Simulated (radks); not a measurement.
Removal energies from the zinc ion Zn6+, [Ar] 3d6, by Delta-SCF beside the eigenvalue of the level emptied. All-electron calculation, scalar-relativistic Kohn-Sham, PBEsol, spin-polarised, spherical densities, finite nucleus; Fermi nuclear charge, rms radius of each element as measured or else 0.836 A^(1/3) + 0.57 fm. Program: a radial shooting solver on a logarithmic mesh with Libxc functionals. Open shells are filled with parallel spins first.

3d: final configuration [Ar] 3d5; Delta-SCF (eV) 135.73; -eigenvalue (eV) 122.00
3p: final configuration [Ne] 3s2 3p5 3d6; Delta-SCF (eV) 212.13; -eigenvalue (eV) 198.15
3s: final configuration [Ne] 3s1 3p6 3d6; Delta-SCF (eV) 258.99; -eigenvalue (eV) 244.79
2p: final configuration [He] 2s2 2p5 3s2 3p6 3d6; Delta-SCF (eV) 1168.9; -eigenvalue (eV) 1130.3
